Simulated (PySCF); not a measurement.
Te(Br)(OH) (BrHOTe), SMILES O[Te]Br.

Geometry: PBE0-D3(BJ)/def2-TZVP. The def2 effective core potentials stand for the cores of Te; spin–orbit coupling is left out. The values are those of a single conformer.

These are TDDFT-M06-2X/def2-SVPD (PySCF 2.14.0) values and carry that method's errors.

Vertical excitations. The molecule is in vacuum.

```json
[
 {"state": "S1", "energy (eV)": "2.48", "λ (nm)": "501", "f": "0.001", "main pairs": "HOMO→LUMO 97 %"},
 {"state": "S2", "energy (eV)": "3.29", "λ (nm)": "377", "f": "0.001", "main pairs": "HOMO→LUMO+1 93 %"},
 {"state": "S3", "energy (eV)": "4.95", "λ (nm)": "250", "f": "0.005", "main pairs": "HOMO−1→LUMO 95 %"},
 {"state": "S4", "energy (eV)": "5.32", "λ (nm)": "233", "f": "0.001", "main pairs": "HOMO−2→LUMO 93 %"},
 {"state": "S5", "energy (eV)": "5.63", "λ (nm)": "220", "f": "0.047", "main pairs": "HOMO→LUMO+2 92 %"},
 {"state": "S6", "energy (eV)": "5.99", "λ (nm)": "207", "f": "0.008", "main pairs": "HOMO−3→LUMO+1 36 %, HOMO−1→LUMO+1 25 %, HOMO−3→LUMO 23 %, HOMO−4→LUMO+1 6 %"},
 {"state": "S7", "energy (eV)": "6.15", "λ (nm)": "202", "f": "0.042", "main pairs": "HOMO−3→LUMO+1 37 %, HOMO−1→LUMO+1 28 %, HOMO−3→LUMO 17 %, HOMO−2→LUMO+1 7 %"},
 {"state": "S8", "energy (eV)": "6.33", "λ (nm)": "196", "f": "0.025", "main pairs": "HOMO→LUMO+3 62 %, HOMO→LUMO+4 27 %"},
 {"state": "S9", "energy (eV)": "6.40", "λ (nm)": "194", "f": "0.013", "main pairs": "HOMO→LUMO+4 44 %, HOMO→LUMO+3 28 %, HOMO−2→LUMO+1 12 %"},
 {"state": "S10", "energy (eV)": "6.51", "λ (nm)": "191", "f": "0.017", "main pairs": "HOMO−2→LUMO+1 66 %, HOMO→LUMO+4 16 %"},
 {"state": "T1", "energy (eV)": "1.88", "λ (nm)": "658", "f": "0", "main pairs": "HOMO→LUMO 96 %"},
 {"state": "T2", "energy (eV)": "2.57", "λ (nm)": "483", "f": "0", "main pairs": "HOMO→LUMO+1 89 %"},
 {"state": "T3", "energy (eV)": "4.50", "λ (nm)": "275", "f": "0", "main pairs": "HOMO−1→LUMO 90 %"},
 {"state": "T4", "energy (eV)": "4.84", "λ (nm)": "256", "f": "0", "main pairs": "HOMO−2→LUMO 61 %, HOMO−3→LUMO 27 %"}
]
```
Triplets are in the Tamm–Dancoff approximation, which puts them higher than full response would, so one can lie above its singlet here.
